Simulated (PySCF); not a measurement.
**K2: a composite coupled-cluster calculation**

State: singlet, closed shell. De refers to K + K. RHF-based CCSD(T) in PySCF 2.14 with K cc-pwCVDZ-X2C and K cc-pwCVTZ-X2C (frozen core orbitals: 10; spin-free X2C with a Gaussian nucleus). Correlation energies are extrapolated as n⁻³ (n = 2, 3), Hartree–Fock as (n+1)·exp(−9√n).

| Level | Re (Å) | ωe (cm⁻¹) | ωexe (cm⁻¹) | αe (cm⁻¹) | De (eV) |
| --- | --- | --- | --- | --- | --- |
| CCSD(T)/DZ | 4.0042 | 87.6 | 0.293 | n/a | 0.518 |
| CCSD(T)/TZ | 3.9276 | 91.5 | n/a | 0.000210 | 0.543 |
| HF/CBS | 4.1847 | 86.4 | n/a | 0.000132 | -0.119 |
| MP2/CBS | 3.8485 | 99.9 | 0.229 | 0.000172 | 0.444 |
| CCSD/CBS | 3.9223 | 94.3 | 0.242 | 0.000193 | 0.473 |
| CCSD(T)/CBS | 3.8969 | 93.4 | 0.288 | 0.000228 | 0.553 |

How much is left between CCSD(T)/TZ and the basis-set limit, and how much do the triples give at the limit?

CCSD(T)/CBS less CCSD(T)/TZ: -30.7 mÅ in Re, +1.9 cm⁻¹ in ωe and +0.010 eV in De. CCSD(T)/CBS less CCSD/CBS: -25.4 mÅ in Re, -0.9 cm⁻¹ in ωe and +0.080 eV in De.

The T1 diagnostic is 0.014. The open-shell atoms are computed with UHF. Spin–orbit coupling, excitations beyond (T) and corrections to the Born–Oppenheimer picture are left out.

The whole job (state search and all basis sets along the bond) took about 3.6 min on 4 threads of Intel Xeon Platinum 8488C (shared host), peak memory 4.5 GiB.
